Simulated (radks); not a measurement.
Neutral europium inside a hard spherical wall (all orbitals vanish at R), configuration held at [Xe] 4f7 6s2 and not refilled when levels cross. Calculated with a radial shooting solver on a logarithmic mesh with Libxc functionals: scalar-relativistic Kohn-Sham, LDA (Slater exchange, VWN5 correlation), spin-unpolarised, spherical densities, point nucleus. Eigenvalues in eV, with the zero of energy where the potential of the charges vanishes at infinity; a dash marks a level that is unbound or too diffuse for the functional's potential to be trusted. A positive occupied level is held by the wall or, in an anion where self-interaction has pushed it up, behind a barrier. The pressure on the wall is -dE/dV.

R (bohr) = free: E (hartree) -10836.7072; kinetic (hartree) 11607.777; e(5s) -44.801; e(5p) -23.880; e(6s) -3.763; e(4f) -2.923; e(5d, empty) -1.713; e(6p, empty) -1.242; pressure (GPa) 0
R (bohr) = 20: E (hartree) -10836.7072; kinetic (hartree) 11607.777; e(5s) -44.801; e(5p) -23.880; e(6s) -3.763; e(4f) -2.923; e(5d, empty) -1.713; e(6p, empty) -1.242; pressure (GPa) < 0.0001
R (bohr) = 10: E (hartree) -10836.7043; kinetic (hartree) 11607.803; e(5s) -44.626; e(5p) -23.708; e(6s) -3.620; e(4f) -2.752; e(5d, empty) -1.549; e(6p, empty) -0.867; pressure (GPa) 0.0637
R (bohr) = 7: E (hartree) -10836.6599; kinetic (hartree) 11608.045; e(5s) -43.491; e(5p) -22.601; e(6s) -2.403; e(4f) -1.627; e(5d, empty) -0.448; e(6p, empty) 1.295; pressure (GPa) 2.09
R (bohr) = 6: E (hartree) -10836.5869; kinetic (hartree) 11608.361; e(5s) -42.450; e(5p) -21.604; e(6s) -0.891; e(4f) -0.572; e(5d, empty) 0.667; e(6p, empty) 3.705; pressure (GPa) 7.41
R (bohr) = 3.5: E (hartree) -10834.8751; kinetic (hartree) 11614.885; e(5s) -33.057; e(5p) -12.477; e(6s) 23.357; e(4f) 10.131; e(5d, empty) 13.354; e(6p, empty) 36.334; pressure (GPa) 477
R (bohr) = 2.5: E (hartree) -10827.9246; kinetic (hartree) 11639.364; e(5s) -12.769; e(5p) 10.233; e(6s) 92.532; e(4f) 33.931; e(5d, empty) 44.888; e(6p, empty) 116.67; pressure (GPa) 5930
R (bohr) = 1.5: E (hartree) -10760.3170; kinetic (hartree) 11842.549; e(5s) 132.33; e(5p) 177.67; e(6s) 521.52; e(4f) 143.70; e(5d, empty) 248.00; e(6p, empty) 571.89; pressure (GPa) 212000
